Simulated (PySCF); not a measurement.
Electronic absorption of C3H12N2Si2

Species: C₃H₁₂N₂Si₂.
SMILES: `CC(C)N1[SiH2]N[SiH2]1`

Computed, not measured: PySCF, TDDFT B3LYP/def2-SVPD, vertical, gas phase, core orbitals frozen in the response. One conformer (not necessarily the lowest) at the GFN2-xTB geometry, without solvent, vibrations or thermal averaging. Torsions of this conformer, `[CH3:1][CH:2]([CH3:3])[N:4]1[SiH2:5][NH:6][SiH2:7]1`: C1–C2–N4–Si5 87°.

```json
{"state": "S1", "E (eV)": "4.57", "E (kJ/mol)": "441", "λ (nm)": "271.0", "f": "0.0074", "|μ| (D)": "0.65", "main configurations (H = HOMO, L = LUMO)": "H→L (99%)"}
{"state": "S2", "E (eV)": "5.25", "E (kJ/mol)": "507", "λ (nm)": "236.0", "f": "0.0024", "|μ| (D)": "0.35", "main configurations (H = HOMO, L = LUMO)": "H-1→L (98%)"}
{"state": "S3", "E (eV)": "5.73", "E (kJ/mol)": "553", "λ (nm)": "216.4", "f": "0.0011", "|μ| (D)": "0.23", "main configurations (H = HOMO, L = LUMO)": "H→L+1 (95%)"}
{"state": "S4", "E (eV)": "5.95", "E (kJ/mol)": "574", "λ (nm)": "208.4", "f": "0.0024", "|μ| (D)": "0.33", "main configurations (H = HOMO, L = LUMO)": "H→L+2 (96%)"}
{"state": "S5", "E (eV)": "6.31", "E (kJ/mol)": "609", "λ (nm)": "196.3", "f": "0.0008", "|μ| (D)": "0.19", "main configurations (H = HOMO, L = LUMO)": "H→L+3 (85%), H→L+4 (8%)"}
{"state": "S6", "E (eV)": "6.44", "E (kJ/mol)": "621", "λ (nm)": "192.6", "f": "0.0059", "|μ| (D)": "0.49", "main configurations (H = HOMO, L = LUMO)": "H-1→L+1 (54%), H→L+4 (33%)"}
{"state": "S7", "E (eV)": "6.45", "E (kJ/mol)": "622", "λ (nm)": "192.2", "f": "0.0026", "|μ| (D)": "0.32", "main configurations (H = HOMO, L = LUMO)": "H→L+4 (55%), H-1→L+1 (36%)"}
{"state": "S8", "E (eV)": "6.67", "E (kJ/mol)": "644", "λ (nm)": "185.7", "f": "0.0007", "|μ| (D)": "0.17", "main configurations (H = HOMO, L = LUMO)": "H-1→L+2 (91%)"}
```

Triplets, Tamm–Dancoff:

```tsv
state	E (eV)	λ (nm)	main configurations (H = HOMO, L = LUMO)
T1	4.42	280.8	H→L (98%)
T2	5.04	246.1	H-1→L (97%)
T3	5.66	218.9	H→L+1 (92%)
```

The lowest singlet lies at 4.57 eV (271 nm, ultraviolet) and is weak; its leading configuration is HOMO→LUMO (99%). The largest oscillator strength of a single state is 0.0074. Löwdin shares by element: HOMO nitrogen 65%, carbon 14% or more (atoms not listed hold the other 21%); LUMO silicon 40%, hydrogen 15% or more (atoms not listed hold the other 45%). The listed states span 2.10 eV, and the widest gap between neighbours is 0.68 eV (S1 to S2). The oscillator strengths of these states sum to 0.023; summed over the whole spectrum of an exact calculation they would give the number of electrons, 72 (Thomas–Reiche–Kuhn). Weighted by f, the mean energy of these states is 5.64 eV. Only the lowest 8 singlets were computed, as vertical energies without vibronic structure.
